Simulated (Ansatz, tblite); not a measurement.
Cost and result up the ladder for [Cu(NH3)3F]+ (CuN₃FH₉⁺) (14 atoms). The state is a doublet with charge 1. Geometry: PBE-D4/def2-SVP.

```csv
atom,x (Å),y (Å),z (Å)
Cu1,-0.133,0.194,-0.191
N2,0.406,-0.705,-1.959
H3,1.403,-0.760,-2.215
H4,-0.039,0.042,-2.525
H5,-0.030,-1.604,-2.211
N6,0.745,-1.141,1.099
H7,0.210,-1.278,1.970
H8,1.684,-0.829,1.393
H9,0.876,-2.081,0.694
N10,-0.921,1.474,1.211
H11,-0.291,1.998,1.835
H12,-1.721,1.151,1.774
H13,-1.280,2.121,0.483
F14,-0.908,1.417,-1.357
```

Ansatz on 4 threads of Arm Neoverse V1 on a shared host; xTB runs through tblite on one thread. Times are rough, summed over both states, and most runs start from the orbitals of an earlier one. PBE0-D4/def2-TZVP serves as the yardstick here, not as an exact answer. The other state is a singlet.

The xTB rows come from tblite. No other spin state of charge 1 was run.

Raw xTB energies of ions are shifted by several eV, and xTB has no spin-polarisation term.

```tsv
level	functions	wall time
GFN2-xTB	34	0.01 s
GFN1-xTB	43	0.015 s
LDA (SPW92)/def2-TZVP	223	4 s
PBE-D4/def2-TZVP	223	7.2 s
PBE0-D4/def2-TZVP	223	14 s
```

Problem. Estimate what each level gives for the vertical IE (eV).

Solution. 
```csv
level,vertical IE (eV),difference from PBE0-D4/def2-TZVP (eV)
GFN2-xTB,17.37,3.44
GFN1-xTB,17.27,3.34
LDA (SPW92)/def2-TZVP,13.17,-0.76
PBE-D4/def2-TZVP,13.05,-0.88
PBE0-D4/def2-TZVP,13.93,0.00
```
